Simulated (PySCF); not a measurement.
**Dipole response of Cr(2+) (chromium, charge +2)**

[Ar] 3d3 4s1, high-spin 5F determinant (an excited configuration). Computed with PySCF 2.14 in aug-cc-pwCVTZ (10s9p7d4f3g, 127 functions), with no relativity, point nucleus. Coupled (time-dependent) response in atomic units; α is the mean over directions.

```
method  mean α (bohr³)  C₆ (like pair)  S(−4)
revPBE           23.04           101.6  475.1
```

S(−4) is the Cauchy moment in α(ω) = α(0) + S(−4) ω² + …

α(iu) at revPBE:

```tsv
u (hartree)	α(iu) (bohr³)
0	23.04
0.0500	21.92
0.100	19.19
0.200	13.19
0.300	9.143
0.500	5.292
0.750	3.408
1.00	2.510
1.50	1.621
2.00	1.163
3.00	0.6914
5.00	0.3282
```

For an ion, C₆ is the dispersion term alone; charge-induced terms of lower order in 1/R come first.
